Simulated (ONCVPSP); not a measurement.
# Which setting gave this result? (H (Z = 1), ONCV)

Base potential:

ONCVPSP 4.0.1 input, shortened (lines: element, Z, core and valence counts, functional; n l f; lmax; l rc ep ncon nbas qcut; lloc lpopt rc5 dvloc0; l nproj debl; icmod fcfact rcfact), LDA (Perdew-Zunger), non-relativistic:

```
  H 1.00    0    1        3      upf
    1    0    1.00
    1
    0    0.85    0.00    5    8    5.90
    1    0.85    0.02    5    9    8.30
    4    5    0.60    6.00
    0    3    1.60
    1    2    2.00
    0    0.00    0.00
```

Cutoffs, loose and tight: the cutoffs (Ha) at which the residual kinetic energy of the hardest occupied pseudo-wave falls to 1 and 0.1 mHa per electron. They do not see the model core or the augmentation charge, which bear on the density cutoff. Test errors are all-electron minus pseudo excitation energies from the reference, over the configurations 1s0.5; variants that change the core or the reference have their own tests.

Only the qcut of the s channel is moved:

```json
{"qcut of the s channel (1/bohr)": "3.5", "cutoff, loose": "51 Ha", "cutoff, tight": "182 Ha", "bound ghosts": "s"}
{"qcut of the s channel (1/bohr)": "4.7", "cutoff, loose": "26 Ha", "cutoff, tight": "175 Ha", "bound ghosts": "s"}
{"qcut of the s channel (1/bohr)": "6.1", "cutoff, loose": "23 Ha", "cutoff, tight": "157 Ha", "bound ghosts": "none"}
{"qcut of the s channel (1/bohr)": "7", "cutoff, loose": "23 Ha", "cutoff, tight": "91 Ha", "bound ghosts": "s"}
{"qcut of the s channel (1/bohr)": "8", "cutoff, loose": "23 Ha", "cutoff, tight": "55 Ha", "bound ghosts": "s"}
{"qcut of the s channel (1/bohr)": "9", "cutoff, loose": "24 Ha", "cutoff, tight": "39 Ha", "bound ghosts": "none"}
```

**Question.** One more run gave cutoff, loose: 24 Ha; cutoff, tight: 166 Ha; bound ghosts: none. Which value of the qcut of the s channel was used?

**Answer.** 5.5 1/bohr. The tight cutoff moves one way along this sweep, from 182 Ha at 3.5 to 39 Ha at 9 1/bohr, which places the run between 4.7 and 6.1 1/bohr.
